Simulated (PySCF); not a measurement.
Mapped SMILES: `[CH3:1][C@@H:2]1[CH2:3][CH2:4][P@H:5](=[O:6])[CH2:7][C@@H:8]1[SiH3:9]` (H(Xn): hydrogen on atom n). Ha(C3), Ha(C4), Ha(C7) are cis to C1 on the ring; Hb(C3), Hb(C4), Hb(C7) are trans to C1 on the ring.

Theory: PBE0/pcSseg-1 with gauge-including orbitals, GFN2-xTB structure, in PySCF 2.14 (rapidly exchanging positions averaged, non-relativistic Hamiltonian, a single conformation, in vacuum).

Shifts are taken against calculated references (same method and geometry level): TMS for $^{13}$C (186.93 ppm).

Do the $^{13}$C shifts follow the atomic charges (in e)? Tabulate both.

Results:


| atoms | hybridisation | δ (ppm) | σ para (ppm) | Hirshfeld | IAO | Mulliken | ESP-fitted |
| --- | --- | --- | --- | --- | --- | --- | --- |
| C3 | sp3 | 34.4 | -97 | -0.07 | -0.26 | -0.17 | -0.20 |
| C2 | sp3 | 33.4 | -95 | -0.02 | -0.10 | -0.31 | +0.37 |
| C7 | sp3 | 29.0 | -99 | -0.12 | -0.53 | -0.44 | -0.32 |
| C4 | sp3 | 27.2 | -97 | -0.11 | -0.53 | -0.47 | -0.18 |
| C8 | sp3 | 22.5 | -89 | -0.11 | -0.37 | -0.52 | -0.18 |
| C1 | sp3 | 14.8 | -78 | -0.12 | -0.42 | -0.21 | -0.55 |

Correlation coefficients of δ with charge over these carbons: Hirshfeld +0.68, IAO +0.47, Mulliken +0.10, ESP-fitted +0.68; with the paramagnetic shielding -0.87. With so few points these coefficients are fragile. Charge is one influence among several: hybridisation and low-lying excitations act through the paramagnetic term.

Shifts are as computed. Against solution values, carbons near 30 ppm lie about +3 ppm off and those near 130 ppm about +5 ppm. Of 1211 compounds with measured shifts, 218 miss one by over three times the rms of a fit or turn the order of signals round; such compounds aren't used in these exercises.
